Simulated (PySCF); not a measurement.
**Dipole response of Rb⁺ (rubidium, charge +1)**

[Kr], closed-shell 1S. All numbers are calculated (PySCF 2.14, a scalar-relativistic core potential, in def2-QZVPPD with the def2 core potential (28 electrons) (7s5p4d3f, 63 functions)). Coupled (time-dependent) response in atomic units; α is the mean over directions.

| method | mean α (bohr³) | C₆ (like pair) | S(−4) |
| --- | --- | --- | --- |
| UHF | 8.436 | 49.91 | 11.28 |
| PBE | 8.897 | 53.06 | 13.38 |
| PBE0 | 8.696 | 51.68 | 12.45 |
| B97-3 | 8.632 | 51.23 | 12.18 |
| BP86 | 8.856 | 52.77 | 13.18 |

S(−4) is the Cauchy moment in α(ω) = α(0) + S(−4) ω² + …

α(iu) at BP86:

```
u (hartree)  α(iu) (bohr³)
          0          8.856
     0.0500          8.824
      0.100          8.727
      0.200          8.366
      0.300          7.840
      0.500          6.586
      0.750          5.115
       1.00          3.965
       1.50          2.483
       2.00          1.657
       3.00         0.8595
       5.00         0.3408
```

A single London oscillator, α(iu) = α/(1 + u²/ω²), gives C₆ = (3/4) ω α². Matching the computed C₆ needs ω = 4 × 52.77 / (3 × 8.856²) = 0.897 hartree.

For an ion, C₆ is the dispersion term alone; charge-induced terms of lower order in 1/R come first.

Energies and moments cover only the electrons outside the core potential.
